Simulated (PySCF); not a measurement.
C3H5F2O2 (charge -1).
Structure used (GFN2-xTB), in Å, numbered top down from 1:
```xyz
12
C3H5F2O2 angstrom
O      1.3407    0.3579   -1.1553
C      1.3288    0.3413    0.1610
C      0.2780   -0.6406    0.7839
O     -1.0799   -0.1968    0.5991
C     -1.3454    0.1886   -0.6650
F     -2.1830   -0.7324   -1.2783
F     -2.1144    1.3196   -0.6446
H      2.3159    0.0215    0.6280
H      1.0986    1.3465    0.6382
H      0.3912   -1.6286    0.3208
H      0.3897   -0.7241    1.8682
H     -0.4190    0.3464   -1.2821
```

Computed geometry: GFN2-xTB, gas phase.

Masses are those of the commonest isotopes; rigid-rotor values at the optimised geometry. The values belong to one conformer with, in the numbering `[O-:1][CH2:2][CH2:3][O:4][CH:5]([F:6])[F:7]`, O1–C2–C3–O4 -70°, C2–C3–O4–C5 47°, C3–O4–C5–F6 109°.

(1) What are A, B and C (MHz)?

(2) Classify the top.

(3) Is it planar, by Δ = Ic − Ia − Ib?

(4) Give the other two planar moments, Paa and Pbb, and the rms extents of the mass along the axes.

## Answers

(1) Ia = 118.56, Ib = 286.75, Ic = 307.47 u·Å²; 505379 MHz·u·Å²/I gives A = 4262, B = 1762, C = 1644 MHz.

(2) A near-prolate asymmetric top; Ray's κ = -0.909.

(3) Not planar: Δ = Ic − Ia − Ib = -97.84 u·Å². For a rigid frame Δ = −2 Σ m c², so Σ m c² = 48.92 u·Å² lies off the ab plane: 3.64 from hydrogen and 45.29 from heavier atoms. The atom farthest from that plane is 1.39 Å away.

(4) Paa = Σ m a² = (Ib + Ic − Ia)/2 = 237.83 and Pbb = Σ m b² = (Ia + Ic − Ib)/2 = 69.64 u·Å². With the mass M = 111.03 u, the rms extents √(P/M) along a, b and c are 1.46, 0.79, 0.66 Å.

GFN2-xTB frequencies: not computed here. Zero-point vibration and centrifugal distortion are left out.
